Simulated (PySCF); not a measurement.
GeH5Si, SMILES [SiH3][GeH2], multiplicity 2.

Coordinates come from a PBE-D3(BJ)/def2-TZVP optimisation. The isomer is the one that the SMILES or the coordinates give; other isomers of the formula were not compared.

These are TDA-B3LYP/def2-SVPD in PySCF 2.14.0 values and carry that method's errors.

Vertical excitations. 

Task: Estimate the UV-visible absorptions. (Estimate from the structure and the level; the computed values follow.)

Result: 
```json
[
 {"state": "root 1", "energy (eV)": "3.69", "λ (nm)": "336", "f": "0.010", "main pairs": "β HOMO→LUMO 98 %"},
 {"state": "root 2", "energy (eV)": "4.46", "λ (nm)": "278", "f": "0.017", "main pairs": "α HOMO→LUMO 98 %"},
 {"state": "root 3", "energy (eV)": "4.58", "λ (nm)": "271", "f": "0.002", "main pairs": "β HOMO−1→LUMO 91 %"},
 {"state": "root 4", "energy (eV)": "4.76", "λ (nm)": "260", "f": "0.002", "main pairs": "α HOMO→LUMO+2 94 %"},
 {"state": "root 5", "energy (eV)": "4.97", "λ (nm)": "250", "f": "0.031", "main pairs": "α HOMO→LUMO+1 96 %"},
 {"state": "root 6", "energy (eV)": "5.45", "λ (nm)": "227", "f": "0.008", "main pairs": "α HOMO→LUMO+3 43 %, β HOMO−2→LUMO 55 %"},
 {"state": "root 7", "energy (eV)": "5.63", "λ (nm)": "220", "f": "0.122", "main pairs": "α HOMO→LUMO+3 52 %, β HOMO−2→LUMO 41 %"},
 {"state": "root 8", "energy (eV)": "5.66", "λ (nm)": "219", "f": "0.000", "main pairs": "β HOMO−3→LUMO 95 %"},
 {"state": "root 9", "energy (eV)": "5.83", "λ (nm)": "213", "f": "0.031", "main pairs": "α HOMO→LUMO+4 96 %"},
 {"state": "root 10", "energy (eV)": "5.84", "λ (nm)": "212", "f": "0.033", "main pairs": "α HOMO→LUMO+5 96 %"}
]
```
Unrestricted roots are not spin-pure.
